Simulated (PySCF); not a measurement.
## Multinuclear NMR of C₄H₉NOSi₂

Structure with atom numbers: `[CH3:1][C:2](=[O:3])[C:4]#[C:5][Si@H:6]([NH2:7])[SiH3:8]` (H(Xn): hydrogen on atom n).

PySCF 2.14.0 with density-fitted response routines calculation with GFN2-xTB geometry and NMR shieldings at PBE0/pcSseg-1/GIAO; one computed conformer, no relativistic terms, equivalent nuclei averaged, gas phase.

(1) Predict the $^{29}$Si NMR data.

(2) What are the $^{15}$N shifts?

(3) What are the $^{17}$O shifts?

Answers

(1) 
```csv
atoms,environment,σ (ppm),δ (ppm)
Si6,"silicon bonded to C, N, Si, H",407.7,-55.2
Si8,"silicon bonded to Si, 3 H",461.8,-99.6
```

Shieldings were converted by a linear fit to measured shifts: $^{29}$Si: δ = 279.94 − 0.822σ (rms 8.9 ppm, 72 shifts, 25.8 ppm with the 6 outliers that the fit left out vs TMS, solution or neat liquid). Occasional misses reach two or three times the rms, and more in compound classes unlike the fitted ones.

On a 400 MHz spectrometer $^{29}$Si resonates near 79.5 MHz, so 1 ppm is 79.5 Hz.

(2) 
```
atoms                 environment  σ (ppm)  δ (ppm)
   N7  nitrogen bonded to Si, 2 H    250.1   -378.5
```

Shieldings were converted by a linear fit to measured shifts: $^{15}$N (scatter 6.3 ppm rms vs CH3NO2, solution or neat liquid). A few per cent of atoms miss by over 2 rms, more outside the fitted compound classes.

On a 300 MHz spectrometer $^{15}$N resonates near 30.4 MHz, so 1 ppm is 30.4 Hz.

(3) 
```csv
atoms,environment,σ (ppm),δ (ppm)
O3,ketone oxygen,-376.9,610.0
```

Shieldings were converted by a linear fit to measured shifts: $^{17}$O: δ = 266.70 − 0.911σ (rms 10.7 ppm, 155 shifts, 12.2 ppm with the 3 outliers that the fit left out vs liquid water, solution or neat liquid). A few per cent of atoms miss by over 2 rms, more outside the fitted compound classes.

On a 400 MHz spectrometer $^{17}$O resonates near 54.2 MHz, so 1 ppm is 54.2 Hz.
